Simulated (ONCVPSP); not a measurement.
## iron (Fe), ONCV: configuration errors across variants

iron (Fe), optimised norm-conserving Vanderbilt (ONCV), made with ONCVPSP 4.0.1 (LDA (Perdew-Wang 92), scalar-relativistic). Core [Ar], reference 3d6 4s0.5 (charge +1.5). Waves: 4s: rc 2.10 bohr, ncon 4, nbas 7, qcut 2.6 1/bohr, 2 projectors, debl 3.6 Ha; p scattering state at 0.4 Ha: rc 1.80 bohr, ncon 4, nbas 8, qcut 4.3 1/bohr, 1 projector; 3d: rc 1.85 bohr, ncon 4, nbas 8, qcut 7 1/bohr, 2 projectors, debl 3.3 Ha. Local part: polynomial inside 1.25 bohr (lpopt 4, dvloc0 4 Ha). Core correction: polynomial model core, fcfact 0.3.

In the p channel the program set the typed energies aside and used 0.050 Ha.

All-electron excitation energies from the reference (eV): (1) 3d6 4s2 -16.245; (2) 3d6 4s1 -7.271; (3) 3d6 4s0 9.214; (4) 3d6 4s1.5 -12.653.

2 further variants failed, have other tests or too few solved ones, and are left out.

Errors AE − PS in meV (a dash: test not solved or not reliable):

```
    change   (1)   (2)   (3)   (4)  bound ghosts  GHOST(+) flags above zero
      base  +0.3  +0.2  -2.0  +0.1          none                          s
s: rc 1.84  +0.5  +0.2  -2.0  +0.1          none                          s
s: rc 2.22  +0.6  +0.2  -2.0  +0.2          none                          s
s: rc 2.44  +0.3   0.0  -2.6  -0.3          none                          s
s: rc 2.66  -2.4  -0.8  -4.2  -2.3          none                          s
 s: rc 2.8  -5.7  -1.7  -6.0  -4.6          none                          s
```

Q: Give the same row for: s: rc 3.1.

A: -15, -4.2, -11, -11; bound ghosts: none; GHOST(+) flags above zero: s.
